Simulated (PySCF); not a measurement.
# How methods differ on the excitation energy of Si⁺

Si⁺ [Ne] 3s2 3p1 (2P) → Si⁺ [Ne] 3s2 3d1 (2D), as a difference of total energies. Calculation: PySCF 2.14, in dyall-av3z; the non-relativistic Hamiltonian (point nucleus). Correlated levels: valence: [Ne] frozen; virtual orbitals above 40 to 60 times the deepest correlated orbital energy dropped. The calculations carry no spin-orbit coupling.

| method | excitation energy (cm⁻¹) | error (cm⁻¹) |
| --- | --- | --- |
| UHF | 73467 | -5690 |
| LDA | 67958 | -11199 |
| PBE | 67227 | -11930 |
| PBE0 | 69419 | -9738 |
| r2SCAN | 70127 | -9030 |
| M06 | 67775 | -11382 |
| PW91 | 67470 | -11687 |
| MN15 | 69359 | -9798 |
| M06-2X | 69421 | -9736 |
| MP2 (valence) | 71654 | -7503 |
| SCS-MP2 (valence) | 71623 | -7534 |

Reference: 79157 cm⁻¹ (measured; NIST levels, between the centres of gravity of the two terms).

Errors of the correlated levels include the incompleteness of this basis and the frozen core.
